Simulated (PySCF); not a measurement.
Estimate the missing entries of this data sheet.

Species: C13H13P.
InChI=1S/C13H13P/c1-14(12-8-4-2-5-9-12)13-10-6-3-7-11-13/h2-11H,1H3

Conformer (atom-mapped SMILES and torsion angles): `[CH3:1][P:2]([c:3]1[cH:4][cH:5][cH:6][cH:7][cH:8]1)[c:9]1[cH:10][cH:11][cH:12][cH:13][cH:14]1`: C1–P2–C3–C4 162°, C1–P2–C9–C10 -67°.

```json
{"property": "point group", "level": "PBE0-D3(BJ)/def2-SVP", "value": "C1"}
{"property": "rotational constants A, B, C", "level": "PBE0-D3(BJ)/def2-SVP", "value": "1.151, 0.400, 0.346 GHz"}
{"property": "dipole moment", "level": "B3LYP/def2-SVPD", "value": "1.32 D"}
{"property": "HOMO energy", "level": "B3LYP/def2-SVPD", "value": "?"}
{"property": "LUMO energy", "level": "B3LYP/def2-SVPD", "value": "?"}
{"property": "lowest singlet excitation", "level": "TDDFT B3LYP/def2-SVPD", "value": "4.37 eV (284 nm, f = 0.028)"}
{"property": "strongest line among the 10 lowest singlet transitions", "level": "TDDFT B3LYP/def2-SVPD", "value": "S3 at 4.80 eV (258 nm, f = 0.145)"}
{"property": "lowest triplet excitation (Tamm–Dancoff)", "level": "TDA B3LYP/def2-SVPD", "value": "3.79 eV"}
{"property": "static isotropic polarisability", "level": "B3LYP/def2-SVPD", "value": "178.6 au"}
{"property": "electronic spatial extent ⟨r²⟩ about the centre of nuclear charge", "level": "B3LYP/def2-SVPD", "value": "3336 bohr²"}
{"property": "13C chemical shifts (computed TMS as zero) by class", "level": "GIAO HF/pcSseg-1", "value": "150.4 (2 C), 142.0 (4 C), 136.6 (2 C), 135.1 (4 C), 16.4 (1 C) ppm"}
{"property": "1H chemical shifts (computed TMS as zero) by class", "level": "GIAO HF/pcSseg-1", "value": "?"}
{"property": "isotropic shieldings of nuclei other than C and H, by class", "level": "GIAO HF/pcSseg-1", "value": "?"}
```

The electronic properties come from PySCF, for the isolated species, density fitting. One conformer (not necessarily the lowest) at the PBE0-D3(BJ)/def2-SVP geometry, without solvent or vibrations. NMR classes are plain means over equivalent atoms (diastereotopic ones count apart unless rotation or inversion swaps them), as if these changed places fast; in this geometry the members of some classes differ.

Problem. Give the 1H chemical shifts (computed TMS as zero) by class.

Solution. 7.55 (4 H), 7.49 (2 H), 7.46 (4 H), 1.45 (3 H) ppm.

Problem. What is the HOMO energy?

Solution. -6.07 eV.

Problem. What is the LUMO energy?

Solution. -0.89 eV.

Problem. What are the isotropic shieldings of nuclei other than C and H, by class?

Solution. 398 (1 P) ppm.

The dipole equals about 4.4 × 10⁻³⁰ C·m (1 D = 3.33564 × 10⁻³⁰ C·m). The principal polarisabilities are 137.9, 169.1 and 228.7 au; their mean is the isotropic value. The polarisability is 26.46 Å³ as a volume (1 au = 0.148185 Å³), or 1.68 au for each of the 106 electrons. The rotational constants make it an asymmetric top with κ = (2B − A − C)/(A − C) = -0.87, nearer the prolate limit (−1). No computed singlet falls in the visible range (750 to 380 nm, 1.65 to 3.26 eV); S1 lies 1.11 eV above its blue end. In wavenumbers S1 is 35300 cm⁻¹ (1 eV = 8065.54 cm⁻¹).
